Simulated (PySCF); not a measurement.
Compound: C₁₂H₁₁PS.
Numbering: `[S:1]=[PH:2]([c:3]1[cH:4][cH:5][cH:6][cH:7][cH:8]1)[c:9]1[cH:10][cH:11][cH:12][cH:13][cH:14]1`

Structure used (PBE0-D3(BJ)/def2-SVP), in Å, numbered top down from 1:
```
atom  x, y, z in Å
S1    -0.0449   -0.1773    3.5289
P2    -0.0847   -0.5561    1.6195
C3     1.4309   -0.0991    0.7118
C4     2.2515    0.9012    1.2368
C5     3.3933    1.2960    0.5430
C6     3.7209    0.6880   -0.6685
C7     2.9097   -0.3218   -1.1865
C8     1.7652   -0.7167   -0.4976
C9    -1.4601    0.2306    0.7105
C10   -2.1585    1.2742    1.3194
C11   -3.1929    1.9091    0.6347
C12   -3.5340    1.4990   -0.6530
C13   -2.8428    0.4490   -1.2589
C14   -1.8061   -0.1852   -0.5796
H15   -0.2336   -1.9198    1.2324
H16    1.9882    1.3476    2.2002
H17    4.0349    2.0787    0.9546
H18    4.6195    0.9956   -1.2088
H19    3.1734   -0.8085   -2.1283
H20    1.1414   -1.5186   -0.9024
H21   -1.8843    1.5655    2.3379
H22   -3.7392    2.7257    1.1128
H23   -4.3477    1.9953   -1.1874
H24   -3.1151    0.1210   -2.2649
H25   -1.2724   -1.0099   -1.0597
```

Definitions: NICS(0) = −σiso at the ring centroid; NICS(1) = −σiso and NICS(1)zz = −σzz at ±1 Å along the ring normal z. Level: GIAO KT3/pcSseg-1 (PySCF, non-relativistic, gas phase) on the PBE0-D3(BJ)/def2-SVP geometry, one conformer.

Ring bond lengths (Å): C3–C4 1.396, C4–C5 1.393, C5–C6 1.395, C6–C7 1.395, C7–C8 1.393, C8–C3 1.399; C9–C10 1.396, C10–C11 1.394, C11–C12 1.394, C12–C13 1.396, C13–C14 1.392, C14–C9 1.399.

Task: Give the NICS values of each ring in ppm.

Result: 
```tsv
ring	type	NICS(0)	NICS(1), two faces	NICS(1)zz, two faces	rms pucker (Å)	centre to ring atoms, mean (Å)
C3–C4–C5–C6–C7–C8	6-membered carbocycle; formal bonds all aromatic	-8.5	-11.1 / -10.9	-27.2 / -26.2	0.00	1.40
C9–C10–C11–C12–C13–C14	6-membered carbocycle; formal bonds all aromatic	-8.5	-11.1 / -11.1	-27.2 / -26.4	0.00	1.39
```

Task: What can be read from them?

Result: 
- C3–C4–C5–C6–C7–C8: mean NICS(1)zz -26.7 ppm, shielded. For a flat ring without four-coordinate atoms the NICS criterion counts such a value as aromatic.
- C9–C10–C11–C12–C13–C14: mean NICS(1)zz -26.8 ppm, shielded, aromatic by this magnetic criterion (flat ring, no four-coordinate atom).

Task: How equal are the bonds by HOMA? HOMA takes Krygowski's 1993 parameters.

Result: 
- C3–C4–C5–C6–C7–C8: HOMA 0.99 = 1 − EN − GEO, with mean bond length 1.395 Å, EN = α(Ropt − mean)² = 0.013 and GEO = α × variance = 0.001. The geometric and the magnetic index point the same way.
- C9–C10–C11–C12–C13–C14: HOMA 0.99 = 1 − EN − GEO, with mean bond length 1.395 Å, EN = α(Ropt − mean)² = 0.012 and GEO = α × variance = 0.001. The geometric and the magnetic index point the same way.

Task: At the second NICS(1) probe listed for ring C3–C4–C5–C6–C7–C8, 1 Å off the ring, how large is the induced field along the normal in 14.1 T applied along it?

Result: NICSzz × B0 = -26.2 ppm × 14.1 T = -369 μT, against the applied field.

Task: What are the shieldings of the ring atoms and their hydrogens in the same run (means over atoms taken as equivalent)?

Result: 
```
   atoms                  environment  σ isotropic (ppm)
 C3 (×2)  substituted aromatic carbon               55.0
 C4 (×4)           aromatic CH carbon               58.9
 C5 (×4)           aromatic CH carbon               60.5
 C6 (×2)           aromatic CH carbon               57.8
H16 (×4)            aromatic hydrogen              23.60
H17 (×4)            aromatic hydrogen              24.12
H18 (×2)            aromatic hydrogen              24.15
```

Task: How do the values depend on the level or the medium?

Result: 
```
             level  NICS(0), C3–C4–C5–C6–C7–C8  mean NICS(1)zz, C3–C4–C5–C6–C7–C8  NICS(0), C9–C10–C11–C12–C13–C14  mean NICS(1)zz, C9–C10–C11–C12–C13–C14
 KT3/pcSseg-1, gas                        -8.5                              -26.7                             -8.5                                   -26.8
PBE0/pcSseg-1, gas                        -8.5                              -27.9                             -8.5                                   -28.0
```

The geometry is the same throughout.
